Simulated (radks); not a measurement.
The numbers below are computed, except where a source is named.
Isoelectronic series with 35 electrons, all held in the configuration [Ar] 3d10 4s2 4p5, which need not be the ground one along the series. Code: a radial shooting solver on a logarithmic mesh with Libxc functionals. Model: scalar-relativistic Kohn-Sham, LDA (Slater exchange, Perdew-Wang correlation), spin-polarised, spherical densities, point nucleus; open shells are filled with parallel spins first (spin-orbit coupling, left out, can overturn this in heavy ions). Total energies (hartree) and orbital eigenvalues (eV):

| ion | E (hartree) | 4p down | 4p up | 4s down | 4s up |
|---|---|---|---|---|---|
| Br | -2603.12151 | -7.6558 | -8.2997 | -19.9434 | -20.6402 |
| Sr3+ | -3173.59585 | -49.8382 | -50.7698 | -68.6706 | -69.6350 |
| Nb6+ | -3806.86128 | -111.3115 | -112.4853 | -136.9911 | -138.1925 |
| Ru9+ | -4503.45529 | -190.1214 | -191.5201 | -223.0618 | -224.4864 |
| Ag12+ | -5264.15226 | -285.6283 | -287.2438 | -326.3809 | -328.0215 |
| Sn15+ | -6089.88349 | -397.5758 | -399.4036 | -446.8355 | -448.6882 |
| I18+ | -6981.71681 | -525.8726 | -527.9102 | -584.4901 | -586.5527 |
| Ba21+ | -7940.8538 | -670.5152 | -672.7614 | -739.5151 | -741.7865 |
| Pr24+ | -8968.6350 | -831.5542 | -834.0086 | -912.1571 | -914.6369 |
